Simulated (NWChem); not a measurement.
# GaP, triplet; SMILES [P]=[Ga]

All runs: NWChem. Pople sets run with spherical d functions. Spin-unrestricted. Medium grid unless said otherwise, to which SCAN and Minnesota functionals are sensitive. Structure relaxed at the PBE-D3(BJ)/def2-SVP, spin-unrestricted level. No stability test was run on the SCF state. Level r2SCAN/6-31G*: single points from the atomic guess with DIIS by default; each run changes one setting, and all converged runs end within 0.3 mHa of each other. NWChem's automatic level shift, which a small gap switches on, acted in some of these runs.

| setting | SCF iterations |
|---|---|
| defaults | 26 |
| occupation smearing of 0.005 Ha | 10 |
| DIIS on 3 Fock matrices | 25 |
| DIIS on 20 Fock matrices | 26 |
| 70 % damping for 30 cycles | 33 |
